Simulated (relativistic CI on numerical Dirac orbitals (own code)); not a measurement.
## Ni²⁺ in a cubic cluster: 1s photoemission with charge transfer

Computed with a charge-transfer multiplet model of a cubic metal-ligand cluster with up to 2 ligand holes, Slater and spin-orbit integrals from Dirac-Coulomb-Breit ions, Slater integrals scaled by 0.8. The ground state mixes d8 with configurations of k ligand holes L, whose averages lie at kΔ + k(k − 1)U_dd/2; a core hole lowers each added d electron by U_cd. 300 K, Lorentzian 1.1 eV and Gaussian 0.6 eV FWHM.

Atomic integrals in eV (Slater integrals scaled, ζ unscaled), ground: F2dd 9.736, F4dd 6.042, zeta_d 0.080; with the core hole: F2dd 11.122, F4dd 6.940, zeta_d 0.112, G2cd 0.065.

Cluster parameters (eV): Δ = 4.3, U_cd = 10.3, 10Dq = 1.2, 10Dq(ligand) = 1.2, V(eg) = 1.8, V(t2g) = -0.77, final-state hopping factor = 1.

Weights, n_d and S are thermal averages at 300 K. Binding energies count from the first peak over 30 % of the highest in each spectrum, which can be another peak from case to case. The parameters are a model scan and need not match a compound or its usual spin state. Peaks in eV (height, largest 100): 0.0 (83), 4.9 (71), 8.7 (100).

(1) Which parameters give this spectrum?
A. U_dd = 8.8 eV
B. U_dd = 6.7 eV
C. U_dd = 10.2 eV
D. U_dd = 9.5 eV
E. U_dd = 8.1 eV

## Answers

(1) B. U_dd = 6.7 eV; the ground state then has 8.15 d electrons and S = 1.00. The choice follows from running the model for each set and comparing peak positions and heights.
